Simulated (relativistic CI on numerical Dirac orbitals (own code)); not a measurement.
Computed by Dirac-Coulomb-Breit CI, orbitals from a KLI potential per configuration, model QED (radiative potential, 1s self-energy scaled to tabulated hydrogen-like ionisation energies), unscaled Slater integrals (own radial code, finite nucleus).

The strongest absorption lines from the ground level of an ion, among the configurations computed and to levels below about 961 eV (vacuum wavelength in nm, gf): 2.3979 (0.14), 2.4567 (0.81), 2.4786 (1.2), 2.5089 (1.2), 2.8680 (0.15), 3.0041 (0.34), 4.1348 (0.67), 4.4114 (0.13).

Question: Which ion is it?
A. Tm55+
B. Tb49+
C. Pm45+
D. Tm53+

Answer: D. Tm53+ has 16 electrons and the ground level 3s2 3p4 3P_2; the strongest line goes to 3s2 3p3 3d 3D°_3. The pattern of lines fixes the number of electrons, and along that sequence the line energies rise steadily with the charge (about as its square where n changes within one kind of shell, about linearly where n is kept but much faster in heavy ions where fine structure, which grows about as Z⁴, sets the gap, and irregularly where shells cross), which fixes Z. Configurations outside the model, such as inner-shell arrays, can give stronger lines. At this charge energies of transitions that change n are usually good to better than 1 %, and those within a shell (Δn = 0) to a few per cent.

LS names give the leading component of a level, which can be under half, so a name can repeat, a term be missing and a line seem to break the LS rules.
